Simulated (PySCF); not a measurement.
A calculated (TPSS, PySCF 2.14, 6-31G*, no relativity, point nucleus) atom or ion has these occupied shells.

```csv
shell,electrons,orbital energy (eV),"rms radius, mean of both spins (bohr)"
1s α,1,-291.22,0.313
1s β,1,-290.72,0.313
2s α,1,-26.627,1.61
2s β,1,-24.911,1.61
2p α,1,-18.434,1.64
```

Task: Name the element and its charge.

Result: C⁺ (carbon, charge +1), in [He] 2s2 2p1, 2P determinant.
